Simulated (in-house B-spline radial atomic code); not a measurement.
Bi. Computed with a B-spline radial atomic code. Model: non-relativistic spherical atom: semilocal Troullier-Martins pseudo-atom, one channel per l, against all electrons, high spin, G0W0 and RPA with empty states to l = 8, local potential for every l without a channel, a model core (radius 0 = none) keeps its share of the functional.

The core holds an angular momentum without a channel of its own, so the local potential lets valence electrons into it.

Without relativity these are model numbers for so heavy an element.

What the tables leave out is listed at the end.

The pseudopotential gives back the lowest level of each angular momentum of its own functional in the configuration it was made in; a second state of the same l is only approximately right. Exact exchange, RPA and GW see the smooth pseudo-orbitals and miss the exchange with the core, for which the functional's share stands in. The column with an uncorrelated core keeps all orbitals and exact exchange, and so separates missing core correlation from pseudisation. Only the three outermost levels and the lowest empty one were computed. RPA here is direct RPA, with no exchange kernel, and its energies carry an (l + 1/2)⁻⁴ tail. A hybrid on a potential with a model core restores only its own semilocal share of the core's exchange.

Command:
```bash
python run_psgw.py task.json out
```
Settings (lengths in bohr, energies in hartree):
```
Z                      83
electrons              83
configuration          [Xe] 4f14 5d10 6s2 6p3
generated_in           [Xe] 4f14 5d10 6s2 6p3
functional             pbe,pbe
core_shells            13
radius_factor          1.3
core_correction        True
```

Run time, properties included: 34 s on 1 thread of AMD EPYC 7R43 64-Core Processor (Zen 3), with other jobs on the host.

Given: made with PBE; model core radius 1.867 bohr; local radius 2.84 bohr; mean-field start PBE.

Valence shells of the generating configuration: 6s, 6p.

Channel: s 2.762, p 3.282 (radii in bohr).

Computed: largest level miss in the spin-unpolarised generating configuration 0 eV; valence RPA correlation energy pseudo -0.2013 hartree; all-electron RPA polarisability, core included 46.293 bohr³; pseudo-atom RPA polarisability 48.459 bohr³.

```
          level  occupied  mean-field all-electron (eV)  mean-field pseudo minus all (eV)  G0W0 all-electron (eV)  G0W0 uncorrelated core minus all (eV)  G0W0 pseudo minus all (eV)  exchange self-energy all-electron (eV)  exchange self-energy pseudo (eV)
          6p up         1                       -5.3391                             0.004                 -8.5982                                  0.254                       0.109                                 -14.166                           -11.719
        6s down         1                       -10.234                            -0.047                  -13.48                                  0.765                        0.16                                 -14.568                            -10.03
6p down (empty)         0                       -3.5686                            -0.035                 -1.4204                                  0.301                      -0.293                                 -4.3024                           -1.9195
```

What is the valence RPA correlation energy all-electron orbitals?

-0.15718 hartree.

Given: mean-field start PBE0.

Computed: valence RPA correlation energy all-electron orbitals -0.14161 hartree; valence RPA correlation energy pseudo -0.17736 hartree; pseudo-atom RPA polarisability 42.147 bohr³.

```tsv
level	occupied	mean-field all-electron (eV)	mean-field pseudo minus all (eV)	G0W0 all-electron (eV)	G0W0 uncorrelated core minus all (eV)	G0W0 pseudo minus all (eV)	exchange self-energy all-electron (eV)	exchange self-energy pseudo (eV)
6p up	1	-6.3458	0.042	-8.8507	0.266	0.12	-14.214	-11.671
6s down	1	-11.005	0.258	-13.66	0.824	0.569	-14.381	-9.7829
6p down (empty)	0	-2.7085	-0.02	-1.1708	0.292	-0.195	-3.9672	-1.8184
```

What is the all-electron RPA polarisability, core included?

39.225 bohr³.

Among the listed levels the largest G0W0 shift of the pseudo-atom is +0.57 eV, for 6s down on the PBE0 start, while leaving the core uncorrelated moves that level by +0.82 eV. The rest, -0.26 eV, comes from pseudisation and the lost core exchange. Not in the tables (levels of low weight, unsolved or above zero; the highest and the empty levels are kept at any weight): on PBE the G0W0 levels 6s up (pseudo minus all +1.24 eV, weights 0.05 and 0.07); on PBE0 the G0W0 levels 6s up (pseudo minus all +0.59 eV, weights 0.14 and 0.12); no Hartree-Fock pseudo-atom is run with a model core.
